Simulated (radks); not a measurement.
Fractional charge and spin in the 4s shell of iron: the spin-up occupation runs from 0 to 1 and the spin-down occupation from 0 to 1; the fullest corner is Fe, [Ar] 3d(up 3, down 3) 4s(up 1, down 1). Calculated with a radial shooting solver on a logarithmic mesh with Libxc functionals: scalar-relativistic Kohn-Sham, r2SCAN, spin-polarised, spherical densities, finite nucleus; meta-GGA in the generalised Kohn-Sham scheme; Fermi nuclear charge, rms radius of each element as measured or else 0.836 A^(1/3) + 0.57 fm. Energy (eV) minus the two flat planes that join the four corners (they meet along the diagonal where the two added fractions sum to one electron); zero is where a piecewise linear energy would lie.

\begin{tabular}{lrrr}
down \ up & 0 & 0.5 & 1 \\ \hline
0 & 0.000 & -0.777 & 0.000 \\
0.5 & -0.777 & 0.544 & -0.685 \\
1 & 0.000 & -0.685 & 0.000 \\
\end{tabular}

Corners above the fullest one (they belong to Fe+ and the next ion): (up 1, down 0) 8.288 eV, (up 0, down 1) 8.288 eV, (up 0, down 0) 24.596 eV. With half an added electron in each spin the energy lies 0.544 eV from the planes, and with half an added electron in spin up alone -0.777 eV. The planes are only a guide here: the flat-plane condition holds for ground states with one frontier orbital, while other shells are open and held unpolarised.
